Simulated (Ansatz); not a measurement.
`[SiH3][S][GaH][SiH3]` + CH₃SH → `CS[SiH3]` + `[SiH3][GaH][SH]` at 400 K and 1 bar (ligand exchange at the Si–S bond).

Calculated with Ansatz (gas phase, PBE0-D4/def2-TZVP geometries, no zero-point term in ΔE). CCSD(T)/CBS is the MP2 limit (def2-TZVPP, def2-QZVPP) plus CCSD(T) − MP2 in def2-TZVPP, frozen cores. This one scheme is used for every species. For Ga outer-core shells are correlated without core-valence functions, which leaves a few kJ/mol of doubt a bond. Scalar relativity is left out up to krypton. One conformer a species, not always the lowest.

```
               species  CCSD(T)/CBS energy (Eh)  H − E (kJ/mol)  S (J/(mol·K))
`[SiH3][S][GaH][SiH3]`              -2904.12965           195.1          455.4
                 CH₃SH               -438.22835           138.7          269.4
            `CS[SiH3]`               -728.52947           194.4          339.2
     `[SiH3][GaH][SH]`              -2613.82650           138.4          381.4
```

H − E and S are ideal-gas, rigid-rotor, harmonic terms from PBE0-D4/def2-TZVP, for one conformer and one mirror image of each species. 1 Eh = 2625.50 kJ/mol, R = 8.31446 J/(mol·K).

By hand: ΔE, ΔH, ΔS and ΔG.

ΔE = (-728.52947) + (-2613.82650) − (-2904.12965) − (-438.22835) = 0.00203 Eh = 5.3 kJ/mol. Δ(H − E) = 194.4 + 138.4 − 195.1 − 138.7 = -1.0, so ΔH = 4.3 kJ/mol. ΔS = 339.2 + 381.4 − 455.4 − 269.4 = -4.2 J/(mol·K). ΔG = 4.3 − 400 × (-4.2)/1000 = 6.0 kJ/mol.

By hand: the equilibrium constant, and the temperature at which ΔG would vanish if ΔH and ΔS stayed fixed.

log₁₀ K = −ΔG/(RT ln 10) = -0.8. ΔH and −TΔS have one sign here, so there is no such temperature. One of them is within its doubt of zero, so this could turn.

TΔS isn't small against ΔH here. A doubt of 5 kJ/mol in ΔE shifts log₁₀ K by 0.7 here. Other conformers and mirror images would add mixing entropy, several J/(mol·K) or more a flexible species. Modes under 60 cm⁻¹, often nearly free rotors, make the harmonic entropy too high. These are equilibria of isolated gas molecules and say nothing of rates. Largest T1 diagnostic: 0.014 (customary marks: 0.02 for closed shells, 0.045 for open ones).
